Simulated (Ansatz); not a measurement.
Basis-set extrapolation for BCl2F3Si (`F[Si](F)(F)B(Cl)Cl`) (PBE0-D4/def2-TZVP geometry, frozen core, the Gaussian-basis code of Ansatz). Multiplicity 1, RHF reference.

|  | def2-TZVPP | def2-QZVPP |
| --- | --- | --- |
| HF | -1531.411323 | -1531.461495 |
| MP2 correlation | -1.320238 | -1.448141 |
| CCSD(T) correlation | -1.404087 | not run |

Energies in hartree. Use E(X) = E(∞) + A·exp(−7.88·√X) for Hartree–Fock and E(X) = E(∞) + B·X^(−2.97) for correlation, with X = 3 and 4, and add CCSD(T) minus MP2 of the smaller set to the MP2 limit.

What is the CCSD(T) energy at the basis-set limit?

HF limit: -1531.461495 + (-0.050172) × 0.13774 = -1531.46841. MP2 limit: -1.448141 + (-0.127903) × 0.74074 = -1.54288. Higher-order term: -1.404087 − (-1.320238) = -0.08385. Total: -1533.09514 hartree, 7.61 eV below CCSD(T)/def2-TZVPP.
